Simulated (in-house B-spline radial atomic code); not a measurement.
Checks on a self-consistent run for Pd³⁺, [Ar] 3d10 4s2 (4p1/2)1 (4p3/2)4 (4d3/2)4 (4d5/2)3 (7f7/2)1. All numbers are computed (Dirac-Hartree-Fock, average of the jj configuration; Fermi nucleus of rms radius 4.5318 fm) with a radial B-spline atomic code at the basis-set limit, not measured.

```csv
orbital,q,ε (Eh),<1/r>,<r²>,small-component weight
1s1/2,2,-902.42081,48.2412,0.00137044,0.028351
2s1/2,2,-136.74585,11.1129,0.0224283,0.0059383
2p1/2,2,-126.59971,11.0534,0.0168871,0.0059136
2p3/2,4,-120.71023,10.4231,0.0181995,0.0056894
3s1/2,2,-27.81218,3.88546,0.162379,0.0016665
3p1/2,2,-23.74070,3.77557,0.159256,0.0015994
3p3/2,4,-22.70134,3.63176,0.167395,0.0015465
3d3/2,4,-15.60358,3.45302,0.14894,0.0014218
3d5/2,6,-15.37258,3.4079,0.152436,0.0013995
4s1/2,2,-5.91359,1.46261,0.987168,0.00040269
4p1/2,1,-4.72040,1.35827,1.12707,0.00035907
4p3/2,4,-4.38056,1.31346,1.18416,0.00034271
4d3/2,4,-2.30914,1.05357,1.79662,0.00023326
4d5/2,3,-2.33694,1.05514,1.79108,0.00023585
7f7/2,1,-0.17414,0.100101,275.662,7.1594e-06
```

Electron-electron repulsion V_ee = 1825.0638 hartree.

**Question.** What total energy follows from the eigenvalues?

**Answer.** The eigenvalues count the repulsion twice, so E = Σqε - V_ee = -3213.426 - 1825.064 = -5038.490 hartree; the run printed -5038.490.

**Question.** Does the Dirac virial theorem hold?

**Answer.** For a point nucleus E = -2c²Σq·w, with w the small-component weight. Here Σq·w = 0.13415 and c = 137.0360, so the ratio E/(-2c²Σq·w) is 1.000036; the finite nucleus accounts for the departure from 1.

**Question.** What diamagnetic shielding (Lamb formula) and susceptibility (Langevin formula) do the radii give?

**Answer.** σ = (α²/3)Σq<1/r> = 263.633/(3·137.036²) = 4679.6 ppm, and χ = -0.79199×10⁻⁶·Σq<r²> = -236.8×10⁻⁶ cm³/mol with Σq<r²> = 299.04 bohr². Both are non-relativistic formulas without the paramagnetism of open shells.
